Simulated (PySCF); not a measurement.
1-chloro-1-fluorobuta-1,2-diene (C4H4ClF), SMILES CC=C=C(F)Cl. Heavy atoms are numbered as in [CH3:1][CH:2]=[C:3]=[C:4]([F:5])[Cl:6]. Hydrogens are named by the atom that carries them.

Coordinates come from a B3LYP-D3(BJ)/def2-SVP optimisation.

The numbers are results of PBE0/pcSseg-1 in PySCF, not measurements.

GIAO shieldings, no solvent; atoms alike by connectivity are averaged. δ = σ(ref) − σ: ¹³C against TMS (σ = 186.3 ppm); ¹⁹F against CFCl3 (σ = 167.2 ppm); ³⁵Cl against HCl (σ = 945.9 ppm); ¹H against TMS (σ = 31.56 ppm), references at their B3LYP-D3(BJ)/def2-TZVP geometries, non-relativistic (without spin–orbit terms, shifts of atoms bonded to Cl or Br come out too high).

| nucleus | atoms | count | δ (ppm) |
|---|---|---|---|
| ¹³C | C3 | 1 | 204.5 |
| ¹³C | C4 | 1 | 148.5 |
| ¹³C | C2 (CH) | 1 | 119.1 |
| ¹³C | C1 (CH3) | 1 | 23.2 |
| ¹⁹F | F5 | 1 | -105.6 |
| ³⁵Cl | Cl6 | 1 | 270.4 |
| ¹H | H on C2 | 1 | 6.66 |
| ¹H | H on C1 | 3 | 2.31 |
